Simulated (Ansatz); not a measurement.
Computed with Ansatz on PBE0-D4/def2-TZVP structures; ΔE is electronic, products minus reactants. CBS: MP2 limit from def2 TZ/QZ plus the TZ coupled-cluster correction, frozen cores. Functionals use def2-TZVPP. B3LYP here is the variant with VWN-RPA as its local correlation; programs differ in this. Each species was taken in one conformer, which may not be the lowest.

Reaction (ligand exchange at the Si–O bond): `C[SiH](N)O[SiH3]` + `[NH2][Al]([OH])[SH]` → `[NH2][Al]([SH])[O][SiH3]` + `C[SiH](N)O`

(1) Is it downhill or uphill in electronic energy at CCSD(T)/CBS, and by how much? (Best estimate.)

(2) What do these levels give: PBE-D4, B3LYP, HF/def2-TZVPP, SCS-MP2/def2-TZVPP, HF/def2-QZVPP, CCSD/CBS(def2)? (Best estimate.)

Largest T1 diagnostic among the species: 0.011.

## Answers

(1) The calculation gave: Downhill: ΔE = -6.0 kJ/mol.

(2) Ansatz gave: PBE-D4 -5.5, B3LYP -7.5, HF/def2-TZVPP -9.1, SCS-MP2/def2-TZVPP -6.9, HF/def2-QZVPP -9.1, CCSD/CBS(def2) -6.3 kJ/mol.
